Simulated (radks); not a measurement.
Species: the helium ion He+. Configuration: 1s1. Calculated with a radial shooting solver on a logarithmic mesh with Libxc functionals: non-relativistic Kohn-Sham, XLYP, spin-polarised, spherical densities, point nucleus; open shells are filled with parallel spins first.

Radial electron density D(r) = 4 pi r^2 rho(r):

r (bohr)  D(r) (e/bohr)
0.03951         0.04380
0.04246         0.04998
0.046           0.05780
0.04943         0.06582
0.05355         0.07595
0.05755         0.08629
0.06234         0.09929
0.067            0.1125
0.07258          0.1290
0.07799          0.1457
0.08449          0.1665
0.0908           0.1874
0.09836          0.2132
0.1057           0.2389
0.1145           0.2704
0.1231           0.3016
0.1333           0.3393
0.1433           0.3762
0.1552           0.4203
0.1668           0.4629
0.1807           0.5131
0.1942           0.5607
0.2103           0.6158
0.226            0.6669
0.2448           0.7245
0.2631           0.7764
0.285            0.8330
0.3063           0.8819
0.3318           0.9325
0.3566           0.9735
0.3863            1.012
0.4151            1.040
0.4497            1.060
0.4833            1.069
0.5236            1.066
0.5626            1.051
0.6095            1.022
0.655            0.9827
0.7096           0.9268
0.7625           0.8661
0.826            0.7890
0.8877           0.7132
0.9616           0.6243
1.033            0.5430
1.119            0.4540
1.203            0.3778
1.303            0.2996
1.401            0.2369
1.517            0.1769
1.63             0.1320
1.766           0.09199
1.898           0.06423
2.056           0.04136
2.21            0.02673
2.394           0.01566
2.572          0.009218
2.787          0.004822
2.995          0.002544

D(r) has 1 maximum, at r = 0.495 bohr.
